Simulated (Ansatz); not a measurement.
Reading a saddle point

A first-order saddle point of GaNH6O, singlet, PBE0-D4/def2-TZVP, with one imaginary mode of 942i cm⁻¹:

| atom | x (Å) | y (Å) | z (Å) |
| --- | --- | --- | --- |
| Ga1 | -0.7792 | -0.3543 | -0.5951 |
| N2 | 0.9064 | 0.6514 | -0.3558 |
| H3 | -0.6310 | -1.6307 | -1.4811 |
| H4 | -2.0422 | 0.5614 | -0.4386 |
| H5 | 0.6440 | -0.0072 | 0.8191 |
| O6 | -0.0934 | -0.7893 | 1.2667 |
| H7 | 1.7233 | 0.3628 | -0.8769 |
| H8 | 0.8660 | 1.6613 | -0.3533 |
| H9 | -0.5940 | -0.4554 | 2.0150 |

Program: Ansatz 0.2.0. Basis: def2-TZVPP and def2-QZVPP. Cores are frozen in the correlated methods. Filled d shells of the heavier atoms are correlated. The def2 sets are not built for correlating such inner shells, so the correlated values are less sure here. Extrapolation: Hartree–Fock as exp(−7.88 √X), correlation as X^−2.97.

Problem. Which contacts change along the imaginary mode, and what lies on either side? (A judgement: the text doesn't fix the answer.)

Solution. Computed: The step is GaNH₄ ([NH2][GaH2]) + H₂O → GaH₃O ([OH][GaH2]) + NH₃ (still joined by a long Ga–N bond), with the molecules in contact on both sides. Shortening one way: Ga1–O6, N2–H5; lengthening the same way: Ga1–N2, H5–O6.
| pair | one side (Å) | saddle (Å) | other side (Å) |
| --- | --- | --- | --- |
| Ga1–O6 | 2.18 | 2.03 | 1.84 |
| N2–H5 | 1.95 | 1.37 | 1.02 |
| Ga1–N2 | 1.89 | 1.98 | 2.14 |
| H5–O6 | 0.99 | 1.16 | 2.41 |

Problem. Which side is lower, and how far does the saddle lie above each? (To be estimated.)

Solution. The calculation gives: The side with Ga1–O6, N2–H5 short is lower by 54.6 kJ/mol; the saddle lies 75.3 kJ/mol above it and 20.7 kJ/mol above the other (CCSD(T) at an estimated basis limit (MP2 extrapolated from triple and quadruple zeta, plus CCSD(T) − MP2 in triple zeta); electronic energies).

The T1 diagnostic stays at or below 0.013.

The step is the kind of ligand exchange by which a precursor binds to a hydroxyl group, or is hydrolysed, in atomic layer deposition of oxides.

Labels in which every atom is bracketed show which atoms are joined, not bond orders.

For scale, one of the runs: CCSD(T)/def2-TZVPP, 194 basis functions, launched by `ansatz run in.yaml --threads 4 --pin off --events-out ev --progress --plain --max-ram 9574MiB`. The run took 89 s on 4 CPU threads of an Intel Xeon (shared host), with 2.3 GiB of host memory at its peak.
